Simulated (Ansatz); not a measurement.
Start from `C[CH2][Zn][OH]` and change one atom or group to get `[OH][Zn][CH2]Cl`.

Ansatz, PBE0-D4/def2-TZVP geometries, multiplicity 1. Each molecule was computed in one conformer, which needn't be the lowest.

Scalar relativity is left out up to krypton.

```csv
property,`C[CH2][Zn][OH]`
HOMO–LUMO gap (PBE0/def2-TZVPP) / eV,7.31
zero-point energy (PBE0-D4/def2-TZVP) / kJ/mol,202.8
size of the dipole moment (B3LYP/def2-TZVPP) / D,1.90
HOMO–LUMO gap (B3LYP/def2-TZVPP) / eV,6.82
"ideal-gas entropy at 298 K and 1 bar (rigid rotor, harmonic PBE0-D4/def2-TZVP) / J/(mol·K)",345
HOMO–LUMO gap (PBE/def2-TZVPP) / eV,5.25
```

Problem. What does the change do to each property? (Best estimate.)

Solution. The calculation gave: 
| property | `[OH][Zn][CH2]Cl` | shift |
| --- | --- | --- |
| HOMO–LUMO gap (PBE0/def2-TZVPP) / eV | 6.98 | -0.33 |
| zero-point energy (PBE0-D4/def2-TZVP) / kJ/mol | 105.9 | -96.9 |
| size of the dipole moment (B3LYP/def2-TZVPP) / D | 0.65 | -1.25 |
| HOMO–LUMO gap (B3LYP/def2-TZVPP) / eV | 6.44 | -0.38 |
| ideal-gas entropy at 298 K and 1 bar (rigid rotor, harmonic PBE0-D4/def2-TZVP) / J/(mol·K) | 344 | -1 |
| HOMO–LUMO gap (PBE/def2-TZVPP) / eV | 4.90 | -0.35 |

With PBE0 the HOMO falls by 0.05 eV and the LUMO falls by 0.38 eV, so the gap narrows by about 0.33 eV. PBE moves the HOMO by -0.09 eV and ωB97M-V by -0.03 eV. The zero-point energy changes by -96.9 kJ/mol with -9 modes. Dipoles are sizes alone; their direction can turn. Modes under 60 cm⁻¹, often nearly free rotors, make the harmonic entropy too high.

Positive LUMOs are unbound, so they and the gaps depend on the basis.

B3LYP here is the variant with VWN-RPA as its local correlation; programs differ in this.
